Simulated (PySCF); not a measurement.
Compound: C₄H₇NSi.
Numbering: `[SiH3:1][n:2]1[cH:3][cH:4][cH:5][cH:6]1`

A calculation gives these core lines: C 1s: 289.67 (area 2), 290.47 (area 2) eV; N 1s: 405.42 eV; Si 1s: 1847.29 eV; Si 2p3/2: 107.49 eV.

The calculation used delta-SCF UKS SCAN, pcX-2 on the ionised atom, pcseg-1 elsewhere, spin-free X2C in PySCF. Isolated species at its GFN2-xTB geometry, gas phase.

Problem. Which carbon gives which C 1s line?

Solution. 289.67 eV: C4/C5 (aromatic CH carbon); 290.47 eV: C3/C6 (aromatic CH next to a ring nitrogen). The listed C 1s values span 0.80 eV, from C4/C5 (bonded to 2 C (aromatic in the SMILES) and H) to C3/C6 (bonded to N (aromatic in the SMILES), C (aromatic in the SMILES) and H). Summing the Pauling electronegativity differences to the bonded atoms, each weighted by its formal bond order, gives -0.35 for the lowest site and +0.39 for the highest.

Bonded neighbours of each site: Si1: N and 3 H; N2: 2 C (aromatic in the SMILES) and Si; C3/C6: N (aromatic in the SMILES), C (aromatic in the SMILES) and H; C4/C5: 2 C (aromatic in the SMILES) and H.

Problem. Which effective nuclear charge Zeff reproduces each element's mean 1s value in the hydrogen-like formula E = 13.606 eV × Zeff²?

Solution. C (Z = 6): mean 290.1 eV, Zeff = 4.62, Z − Zeff = 1.38; N (Z = 7): mean 405.4 eV, Zeff = 5.46, Z − Zeff = 1.54; Si (Z = 14): mean 1847.3 eV, Zeff = 11.65, Z − Zeff = 2.35. Means run over the listed sites, weighted by atom count.

The first atom of each set that the bonding makes equivalent was ionised and stands for the set. Spin–orbit coupling isn't in the SCF: each 2p doublet comes from a relaxed spin-free hole plus a matrix of the shell (mean-field spin–orbit coupling and the ground-state 2p splitting), with 2p3/2 averaged over its two sublevels. 2p1/2 minus 2p3/2 (ligand field included): Si 0.62 eV.
